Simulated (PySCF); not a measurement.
# Nuclear quadrupole coupling in `C=C[C@H](C#[O+])OC`

Species: C5H7O2 (charge +1).
Structure used (GFN2-xTB), in Å, numbered top down from 1:
```xyz
14
C5H7O2 angstrom
C      2.3076   -0.6332   -0.7887
C      1.2914   -0.6526    0.0550
C      0.0078    0.1797   -0.1474
C      0.4757    1.3722    0.4859
O      0.8508    2.0961    1.2590
O     -1.0031   -0.2575    0.7034
C     -2.3387    0.0097    0.3033
H      3.1485   -1.2912   -0.6382
H      2.3486   -0.0002   -1.6607
H      1.2527   -1.2723    0.9386
H     -0.2793    0.2653   -1.2040
H     -2.5259   -0.3507   -0.7113
H     -2.5797    1.0739    0.3708
H     -2.9569   -0.5396    1.0121
```

Field gradients from the B3LYP/pcJ-1 density (PySCF, non-relativistic), principal values in atomic units, ordered |Vxx| ≤ |Vyy| ≤ |Vzz|:

```csv
atom,Vxx,Vyy,Vzz
O5,-0.0009,-0.3544,0.3553
O6,-0.2566,-1.8166,2.0732
```

Problem. Find the asymmetry η = (Vxx − Vyy)/Vzz and the couplings χ = eQV/h (234.96 MHz × Q in barn × V in au), with Q(17O) = −0.0256 b.

Solution. 
```tsv
atom	environment	nucleus	η	χzz (MHz)	χxx (MHz)	χyy (MHz)
O5	oxygen bonded to C	17O	0.99	-2.137	0.005	2.132
O6	ether oxygen	17O	0.75	-12.47	1.54	10.93
```

At O5 η is above 0.9: Vyy and Vzz are nearly equal in size and opposite in sign, so a small change could swap them and flip the sign of χzz. 

Problem. What is Vzz at O5 in SI units (1 au = 9.71736 × 10²¹ V/m²)?

Solution. 0.3553 au = 3.453 × 10²¹ V/m².

Problem. What couplings would deuterons (Q(2H) = 0.00286 b) have in place of the hydrogens, at this geometry?

Solution. 
```tsv
atom	bonded to	bond length (Å)	Vzz (au)	η	χzz (kHz)
H8	C1	1.078	0.3092	0.03	208
H9	C1	1.078	0.3113	0.04	209
H10	C2	1.080	0.3028	0.10	204
H11	C3	1.098	0.2593	0.08	174
H12	C7	1.093	0.2794	0.12	188
H13	C7	1.093	0.2799	0.12	188
H14	C7	1.089	0.2828	0.10	190
```

The structure is a single GFN2-xTB conformer in the gas phase; no vibrational or solvent corrections. GFN2-xTB bond lengths can be off by several hundredths of an ångström, more for odd bonds, and the gradients follow them. With a basis this small, the couplings can be 20 % off.
